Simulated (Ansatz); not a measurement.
Cl$_{3}$Sb (SMILES [Cl][Sb]([Cl])[Cl]), singlet, geometry from GFN2-xTB (core potentials on Sb); CAM-B3LYP/def2-SVP (Ansatz, a quantum-chemistry and plane-wave program).

Ansatz was given this input:
Ansatz 0.2 input:
```yaml
crystal:
  periodic: [false, false, false]
  atoms:
    - {symbol: Sb, position_ang: [0.00484300, -0.00078460, 0.61928673]}
    - {symbol: Cl, position_ang: [-1.76019696, -0.96558664, -0.60678369]}
    - {symbol: Cl, position_ang: [0.03597192, 2.00418831, -0.61706773]}
    - {symbol: Cl, position_ang: [1.70969605, -1.03624788, -0.63400877]}
basis:
  gaussian:
    orbitals: def2-SVP
hamiltonian:
  xc: cam_b3lyp
scf: {lower_state_search: off}
```

It wrote (shortened):

```
Functional definition: CAM-B3LYP
these checks for a lower state are left out or cut short: stability, starts, cluster_reference, orbital_swaps, neighbouring_geometries, increment
811 factors; integrals over basis functions are off by at most 3.7e-4 eV
238 factors; integrals over basis functions are off by at most 5.3e-6 eV
mean field evaluation 1: about -44095.2475 eV, gradient 2.5e1 eV
mean field evaluation 2: about -44094.8141 eV, gradient 3.0e1 eV
mean field evaluation 4: about -44097.2926 eV, gradient 2.5e-1 eV
mean field evaluation 8: about -44097.3572 eV, gradient 5.9e-3 eV
mean field evaluation 16: about -44097.3572 eV, gradient 7.6e-6 eV
mean field -44097.35719505 eV, -1620.5479866559 hartree, gradient 7.3e-6 eV, S^2 0.000000; 0 other end points of the search recorded, 0 dependent functions left out
reference -44097.35730041 eV, -1620.5479905277 hartree; 37, 37 occupied and 43, 43 virtual orbitals, 811 factors
Total energy: -44097.35730041 eV, -1620.5479905277 hartree
Checks for a lower state left out: stability, starts, cluster_reference, orbital_swaps, neighbouring_geometries, increment
```
